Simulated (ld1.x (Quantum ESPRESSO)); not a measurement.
Before and after: RRKJ potential for Al

ld1.x (Quantum ESPRESSO) 7.5 input, shortened:

```
&input
   title='Al', zed=13., rel=0, dft='PBE', iswitch=3,
   config='[Ne] 3s1 3p2 3d-2'
 /
 &inputp
   pseudotype=2, tm=.false., lloc=0,
   nlcc=.true., new_core_ps=.true.
 /
3
3P  2  1   2.00   0.00  2.90  2.90  0.0
3D  3  2  -2.00   0.50  3.05  3.05  0.0
3S  1  0   1.00   0.00  1.55  1.55  0.0
 &test
   configts(1)='3s1 3p2'
 /
```

Change: all radii but the core radius scaled by about 1.17 (s 1.80, p 3.38, d 3.56 bohr).

Cutoffs: the cutoffs (Ry, on a coarse ladder) from which the occupation-weighted sum of valence levels, in a spherical-Bessel basis at the reference potential, stays within 10 and 1 mRy of its value at 400 Ry; they do not see the model core or the augmentation charge, which bear on the density cutoff. Errors are all-electron minus pseudo energies relative to the spin-unpolarised reference configuration.

Question: Predict the effect on cutoff, ghosts and configuration errors.

Answer: The potential gets softer (12 Ry and 35 Ry → 8 Ry and 25 Ry); of the 7 tests that both files solve, the error grows in 0 and shrinks in 5 by more than 15 % and 0.3 meV (median size 6.2 → 2.6 meV); neither file shows a bound ghost. A larger radius leaves more room for a smooth pseudo-wave, so fewer plane waves are needed. That the errors move this way runs against the usual rule that smaller radii transfer better.

```tsv
quantity	base	changed
cutoff, loose	12 Ry	8 Ry
cutoff, tight	35 Ry	25 Ry
loose cutoff by channel (10 mRy a level)	p 6 Ry, s 10 Ry	p 6 Ry, s 8 Ry
bound ghosts	none	none
error for 3s2 3p1, meV [ΔE -5.11 eV]	-5.2	-2.6
error for 3s2 3p0, meV [ΔE 0.66 eV]	-6.3	-0.6
error for 3s1 3p0, meV [ΔE 19.86 eV]	+27	+24
error for 3s1 3p1, meV [ΔE 6.44 eV]	+3.7	+3.4
error for 3s0 3p3, meV [ΔE 5.28 eV]	-6.2	-2.5
error for 3s2 3p1.3, meV [ΔE -5.68 eV]	-4.0	-1.9
error for 3s2 3p0.5, meV [ΔE -3.02 eV]	-6.9	-3.1
```
